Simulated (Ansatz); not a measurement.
Ideal-gas functions of Cl$_{2}$FH$_{3}$Si$_{2}$, SMILES `F[Si]([SiH3])(Cl)Cl` at 600 K and 1 bar, from an Ansatz frequency run at PBE0-D4/def2-TZVP.

Molar mass 149.1 g/mol, point group Cs (symmetry number 1), electronic degeneracy 1, moments of inertia 284.914, 316.78, 427.612 u Å². Harmonic wavenumbers (cm⁻¹, unscaled): 96, 102, 121, 185, 244, 246, 398, 505, 513, 584, 611, 862, 909, 931, 934, 2232, 2249, 2251.

Use S(trans) = R[1.5 ln M + 2.5 ln T − 1.1517]; rotational temperatures θ = 24.2544 K / I; S(rot) = R[ln(√π/σ · √(T³/θAθBθC)) + 1.5]; for each mode x = 1.438777 ν̃/T, S = R[x/(eˣ − 1) − ln(1 − e⁻ˣ)] and H = RT x/(eˣ − 1); 1 cm⁻¹ = 0.0119627 kJ/mol; R = 8.31446 J/(mol·K).

Q: By hand: the entropy, in J/(mol·K).

A: Translation 185.8. Rotation: θ = 0.0851, 0.0766, 0.0567 K, giving 129.9. Vibration, mode by mode: 20.54, 20.04, 18.63, 15.14, 12.89, 12.82, 9.01, 7.21, 7.10, 6.16, 5.84, 3.62, 3.31, 3.17, 3.16, 0.25, 0.24, 0.24, in all 149.4. Electronic 0.0. Sum 465.1 J/(mol·K).

Q: By hand: H − E and G − E in kJ/mol, counted from the electronic energy.

A: Zero-point energy ½ × 13973 × 0.0119627 = 83.6; thermal vibration 42.9; translation, rotation and pV give 4 RT = 20.0. H − E = 146.5 kJ/mol, and G − E = 146.5 − 600 × 465.1/1000 = -132.6 kJ/mol.

Vibration gives 32 % of the entropy, 59.2 J/(mol·K) of it from the modes under 150 cm⁻¹: soft modes count most, and the harmonic formula is weakest for them.
